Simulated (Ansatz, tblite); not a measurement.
Forces on TaSF3 at its PBE0-D4/def2-SVP geometry. Charge 0, multiplicity 1.

In the def2 sets Ta takes a core potential; there is no spin–orbit coupling. The xTB rows come from tblite.

GFN1-xTB (tblite), largest force 2.50 eV/Å:

```xyz
5
positions Å, forces eV/Å
Ta   -0.050    0.069    0.036   -1.367    1.854    0.976
S     1.122   -1.524   -0.802    0.606   -0.822   -0.433
F     1.134    1.321    0.752   -0.462   -0.746   -0.420
F    -1.138   -0.671    1.359    0.629    0.211   -0.711
F    -1.067    0.805   -1.345    0.595   -0.497    0.587
```

GFN2-xTB (tblite), largest force 3.09 eV/Å:

```
Ta -1.685 2.291 1.204
S 1.229 -1.669 -0.878
F 0.135 -0.217 -0.115
F 0.160 -0.195 -0.120
F 0.161 -0.210 -0.091
```

r2SCAN-D4/def2-TZVP (Ansatz), largest force 0.24 eV/Å:

```
Ta -0.073 0.094 0.051
S 0.131 -0.177 -0.094
F -0.103 -0.019 -0.014
F 0.024 0.092 -0.046
F 0.021 0.010 0.103
```
